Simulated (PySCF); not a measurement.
A structure optimised at ωB97X-D3(BJ)/def2-TZVP, used in a PySCF frequency run:

```
Sc
F 1 1.7633
F 1 1.7633 2 116.04
```
Charge +1, spin multiplicity 1.

Problem. Write its SMILES, formula and point group.

Solution. [F][Sc+][F], F2Sc, C2v

Problem. What are its rotational constants (standard atomic weights)?

Solution. 28.143, 5.9454, 4.9085 GHz
